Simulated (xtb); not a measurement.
H$_{7}$Ge$_{3}$, charge +2, doublet, geometry from GFN2-xTB of the parent state (a state made from the parent by changing its charge; the spin is typed, not shown lowest); GFN0-xTB (xtb 6.7.1).

Here is a job for xtb.
```
$ xtb mol.xyz --gfn 0 --chrg 2 --uhf 1 --json

# file mol.xyz
10

Ge     2.10517554     0.54051436    -0.10919546
Ge    -0.00563252    -0.83524461    -0.31411697
Ge    -2.08063601     0.28223317     0.41586544
H      3.14162092     0.62685163     1.04993903
H      2.73953943     1.57426415    -1.08683045
H      0.23661917    -1.17295556    -1.78334654
H      0.57347034    -2.02605648     0.44626259
H     -3.15341794    -0.74232271     0.24126009
H     -2.26261313     1.47000286    -0.47692958
H     -1.88024295     0.67012238     1.84794890
```

Problem. Predict the main parts of the log of this xtb run.

Solution. 
```
   ID    Z sym.   atoms
    1   32 Ge     1-3
    2    1 H      4-10

           -------------------------------------------------
          |                Calculation Setup                |
           -------------------------------------------------

           -------------------------------------------------
          |                 G F N 0 - x T B                 |
           -------------------------------------------------

          ...................................................
          :                      SETUP                      :
          :.................................................:
          :  # basis functions                  44          :
          :  # atomic orbitals                  41          :
          :  # shells                           23          :
          :  # electrons                        17          :
          :  electronic temp.          300.0000000     K    :
          :  accuracy                    1.0000000          :
          :  -> integral cutoff          0.2500000E+02      :
          :  -> integral neglect         0.1000000E-07      :
          ...................................................

         :::::::::::::::::::::::::::::::::::::::::::::::::::::
         ::                     SUMMARY                     ::
         :::::::::::::::::::::::::::::::::::::::::::::::::::::
         :: total energy              -6.475063036915 Eh    ::
         :: gradient norm              0.036450270272 Eh/a0 ::
         :: HOMO-LUMO gap              3.176532161703 eV    ::
         ::.................................................::
         :: H0 energy                 -9.211282624572 Eh    ::
         :: repulsion energy           0.060006550466 Eh    ::
         :: electrostat energy         2.677746486632 Eh    ::
         :: -> Gsolv                   0.000000000000 Eh    ::
         ::    -> Gsasa                0.000000000000 Eh    ::
         ::    -> Gshift               0.000000000000 Eh    ::
         :: dispersion energy         -0.001533449441 Eh    ::
         :: short-range corr.          0.000000000000 Eh    ::
         :: add. restraining           0.000000000000 Eh    ::
         :: total charge               2.000000000000 e     ::
         :::::::::::::::::::::::::::::::::::::::::::::::::::::

           -------------------------------------------------
          |                Property Printout                |
[...]
                  HL-Gap            0.1167354 Eh            3.1765 eV
             Fermi-level            0.0000000 Eh            0.0000 eV

     #   Z          covCN         q      C6AA      α(0)
     1  32 Ge       2.740     0.544   220.030    28.721
     2  32 Ge       3.689     0.492   177.011    23.734
     3  32 Ge       3.744     0.568   175.217    23.606
     4   1 H        0.920     0.093     1.854     2.130
     5   1 H        0.920     0.092     1.865     2.136
     6   1 H        0.931     0.031     2.568     2.506
     7   1 H        0.931     0.032     2.563     2.503
     8   1 H        0.939     0.065     2.136     2.285
     9   1 H        0.939     0.042     2.418     2.431
    10   1 H        0.939     0.041     2.432     2.438

 Mol. C6AA /au·bohr⁶  :       2680.550225
 Mol. C8AA /au·bohr⁸  :     187541.767274
 Mol. α(0) /au        :         92.490296

Wiberg/Mayer (AO) data.
largest (>0.10) Wiberg bond orders for each atom

 ---------------------------------------------------------------------------
     #   Z sym  total        # sym  WBO       # sym  WBO       # sym  WBO
 ---------------------------------------------------------------------------
     1  32 Ge   2.652 --     5 H    0.843     4 H    0.842     2 Ge   0.726
                             3 Ge   0.100
     2  32 Ge   3.365 --     6 H    0.841     7 H    0.840     1 Ge   0.726
                             3 Ge   0.663
     3  32 Ge   3.489 --    10 H    0.870     9 H    0.869     8 H    0.865
                             2 Ge   0.663     1 Ge   0.100
     4   1 H    0.979 --     1 Ge   0.842
     5   1 H    0.979 --     1 Ge   0.843
     6   1 H    0.974 --     2 Ge   0.841
     7   1 H    0.974 --     2 Ge   0.840
     8   1 H    0.963 --     3 Ge   0.865
     9   1 H    0.975 --     3 Ge   0.869
    10   1 H    0.975 --     3 Ge   0.870
 ---------------------------------------------------------------------------

Topologies differ in total number of bonds
Writing topology from bond orders to xtbtopo.mol

 dipole moment from electron density (au)
     X       Y       Z
   1.5439   0.2465  -0.1330  total (Debye):    3.988

           -------------------------------------------------
          | TOTAL ENERGY               -6.475063036915 Eh   |
          | GRADIENT NORM               0.036450270272 Eh/α |
          | HOMO-LUMO GAP               3.176532161703 eV   |
           -------------------------------------------------

normal termination of xtb
```
